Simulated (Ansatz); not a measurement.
A CCSD(T) single point on CH₃BOS₂, SMILES `B1OCSS1`.

```yaml
crystal:
  periodic: [false, false, false]
  atoms:
    - {symbol: B, position_ang: [-0.441106, 1.229603, -0.204456]}
    - {symbol: O, position_ang: [0.081774, 0.498132, 0.807459]}
    - {symbol: C, position_ang: [0.344471, -0.859357, 0.524734]}
    - {symbol: S, position_ang: [0.829127, -1.055930, -1.209978]}
    - {symbol: S, position_ang: [-0.438625, 0.470521, -1.841234]}
    - {symbol: H, position_ang: [-0.901787, 2.308646, -0.011497]}
    - {symbol: H, position_ang: [-0.556497, -1.441202, 0.738869]}
    - {symbol: H, position_ang: [1.174643, -1.207412, 1.140404]}
basis:
  gaussian: {orbitals: def2-SVP}
correlation: {method: ccsd_t}
```

```sh
$ ansatz run in.yaml --threads 2 --pin off --events-out ev --progress --plain --max-ram 4352MiB
```

The program prints (abridged):

```
Functional definition: HF
892 factors; integrals over basis functions are off by at most 1.1e-3 eV
mean field evaluation 1: about -25410.8682 eV, gradient 2.9e1 eV
mean field evaluation 2: about -25410.9960 eV, gradient 2.9e1 eV
mean field evaluation 4: about -25413.1792 eV, gradient 3.7e0 eV
mean field evaluation 8: about -25413.2286 eV, gradient 2.2e-1 eV
mean field -25413.22901801 eV, -933.9189407066 hartree, gradient 1.5e-6 eV, S^2 0.000000; 0 other end points of the search recorded, 0 dependent functions left out
13 core orbitals not correlated: weight in the atoms' cores, before any rotation towards them, 1.000 or more for the frozen orbitals, at most 0.000 for the correlated occupied ones
reference -25413.22901801 eV, -933.9189407066 hartree; 14, 14 occupied and 66, 66 virtual orbitals, 892 factors
second order -17.72927669 eV of doubles, -0.00000000 eV of singles
cycle   1  -18.33289949 eV  change   -6.0e-1 eV  update   1.1e-1
cycle   2  -18.84274554 eV  change   -5.1e-1 eV  update   3.2e-2
cycle   3  -18.96652355 eV  change   -1.2e-1 eV  update   1.9e-2
cycle   4  -18.95961082 eV  change    6.9e-3 eV  update   5.3e-3
cycle   5  -18.95759037 eV  change    2.0e-3 eV  update   2.3e-3
cycle   6  -18.95788277 eV  change   -2.9e-4 eV  update   7.7e-4
cycle   7  -18.95742375 eV  change    4.6e-4 eV  update   2.7e-4
cycle   8  -18.95740791 eV  change    1.6e-5 eV  update   1.4e-4
cycle   9  -18.95746861 eV  change   -6.1e-5 eV  update   6.6e-5
cycle  10  -18.95743883 eV  change    3.0e-5 eV  update   2.9e-5
perturbative correction -0.64517408 eV, -0.0237097102 hartree
Total energy: -25432.83163092 eV, -934.6393234440 hartree
```

It took 3 s on 2 threads of an Intel Xeon 6975P-C on a shared host, with 0.33 GiB of host memory at the peak.

The correlation energy is -19.603 eV, 3.3 % of it from (T); the T1 diagnostic reads 0.0153.
